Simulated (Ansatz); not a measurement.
A nudged elastic band was laid between two geometries of CH$_{3}$Cl$_{2}$NSi (8 atoms, charge 0, multiplicity 1).

Theory: UKS PBE-D4/def2-SVP (Ansatz 0.2.0).

| Item | Value |
| --- | --- |
| movable images | 9 |
| climbing image | yes |
| spring | 5.0 eV/Å² |
| optimiser | quadratic models (default) |
| start path | through a guess of the saddle point |
| force threshold | 0.03 eV/Å |
| iteration limit | 60 |
| end points | relaxed |

Initial state:

```xyz
8
Properties=species:S:1:pos:R:3
Si -1.008 -0.407 0.662
N 0.249 0.752 0.205
C 1.153 0.641 -0.644
Cl 1.439 -0.781 -1.689
Cl 2.330 1.892 -0.973
H -1.807 0.205 1.770
H -1.894 -0.675 -0.522
H -0.369 -1.684 1.134
```

Final state:

```xyz
8
Properties=species:S:1:pos:R:3
Si -1.185 -1.093 0.616
N 0.222 0.134 0.379
C 1.057 0.364 -0.604
Cl 0.774 -0.323 -2.143
Cl 2.537 1.227 -0.378
H -1.943 -0.131 1.534
H -1.883 -0.825 -0.715
H 0.514 0.588 1.256
```

Which bonds break or form, and what moves?

Bonds broken: Si1–H8. Bonds formed: N2–H8.

Give the energies along the band, and the barrier.

It converged. The highest image is number 7 of 0 to 10, 2.49 eV above the first end and 1.19 eV above the last; the last end lies 1.31 eV above the first. The profile has 2 maxima (images 3, 7) with wells between them (image 4): this band takes more than one step, which may be the mechanism or a detour left from its start path. Neighbouring images differ by up to 1.4 eV, so the band resolves the path poorly. A vibrational analysis at the climbing image gives one clearly imaginary mode, 1293i cm⁻¹: a first-order saddle point. The orbitals stay closed-shell, which can raise the energy where a bond breaks towards radicals; this wasn't checked here.

```
image  path coordinate (Å)  energy (eV)  Si1–H8 (Å)  N2–H8 (Å)
    0                 0.00         0.00        1.50       2.68
    1                 0.62         0.00        1.50       2.65
    2                 1.24         0.00        1.50       2.62
    3                 1.86         0.03        1.50       2.67
    4                 2.48         0.01        1.50       2.59
    5                 3.10         0.19        1.50       2.41
    6                 3.72         1.11        1.52       1.91
    7                 4.34         2.49        1.72       1.28
    8                 4.84         1.87        2.09       1.05
    9                 5.33         1.37        2.39       1.03
   10                 5.83         1.31        2.47       1.03
```

What is the geometry of the highest image?


```xyz
8
Properties=species:S:1:pos:R:3:forces:R:3
Si -1.149 -0.705 0.727 0.00 0.00 0.00
N 0.205 0.428 0.285 0.00 0.00 0.00
C 1.070 0.530 -0.655 0.00 0.00 0.00
Cl 0.848 -0.168 -2.245 0.00 0.00 0.00
Cl 2.622 1.275 -0.420 0.00 0.00 0.00
H -2.112 0.206 1.442 0.00 0.00 0.00
H -1.812 -1.309 -0.496 0.00 0.00 0.00
H 0.422 -0.314 1.306 0.00 0.00 0.00
```

The run took 11 min on 2 threads of Arm Neoverse V1, on a shared host, peak memory 0.23 GiB.
